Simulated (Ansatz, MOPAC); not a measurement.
Potential energy curve for SMILES [BeH2]. The Be1–H3 bond (Be1 also carries H; H3 carries nothing else) is stretched with both fragments frozen at the PBE0/def2-TZVP optimised geometry.

Computed with: RKS-PBE = restricted PBE/aug-cc-pVDZ in Ansatz (a program for electronic structure); PM6, restricted, heats of formation (MOPAC); UCCSD(T) = CCSD(T) on UHF/aug-cc-pVDZ, frozen core in Ansatz.

Energies are in mEh, each relative to the lowest point of its own curve near equilibrium.

```tsv
R / Å	RKS-PBE	PM6	UCCSD(T)
0.99	58.5	72.7	58.6
1.08	27.9	34.7	27.7
1.13	16.9	20.6	16.6
1.21	5.8	6.3	5.6
1.27	1.6	1.2	1.5
1.33	0.0	0.0	0.0
1.34	0.0	0.1	0.0
1.39	?	?	0.7
1.43	1.8	?	2.0
1.47	3.6	8.2	3.9
1.56	9.5	?	10.0
1.66	18.0	34.5	18.7
1.82	34.0	62.4	34.9
1.98	50.9	91.3	51.9
2.22	75.6	131.9	76.2
2.40	92.7	158.9	92.5
2.67	115.2	192.9	112.6
2.96	135.2	221.5	128.3
3.27	152.0	244.3	139.2
3.67	168.0	264.9	146.1
4.04	?	277.9	148.2
4.72	189.5	?	149.0
```

What belongs in the gaps?


- 1.39, RKS-PBE: 0.5
- 1.39, PM6: 1.9
- 1.43, PM6: 4.6
- 1.56, PM6: 19.2
- 4.04, RKS-PBE: 178.2
- 4.72, PM6: 297.0

The restricted form behind RKS-PBE, PM6 keeps the bonding electrons paired and can't separate into open-shell fragments. The unrestricted determinant behind UCCSD(T) is spin-contaminated at 2.22 to 4.72 Å (<S²> up to 1.0, against 0.00 for a pure singlet).
